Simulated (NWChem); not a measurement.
Species: CHCl2, doublet; SMILES Cl[CH]Cl

Program: NWChem. Spin-unrestricted. In the optimisation the excess spin sits in a' (Cs, its own frame). All runs use the structure optimised with B3LYP/6-31G* (spherical d), spin-unrestricted. No stability test was run on the SCF state. Solvent water, SMD (1 M gas to 1 M solution), gas-phase geometry. Reactions with the solvent are ignored.

```tsv
level	basis functions	solvation free energy (kcal/mol)	cavity-dispersion-structure term (kcal/mol)	dipole in solution (D)	relative time
M06-2X/STO-3G	24	0.8	2.6	1.55	1
M06-2X/def2-SVP	55	0.8	2.6	1.32	2
M06-2X/def2-SVPD	82	0.4	2.6	1.49	3
M06-2X/def2-TZVP	111	0.6	2.6	1.41	8
M06-2X/def2-TZVPD	138	0.5	2.6	1.45	20
M06-2X/def2-TZVPP	129	0.6	2.6	1.40	10
```

Times are rough ratios from one shared machine.
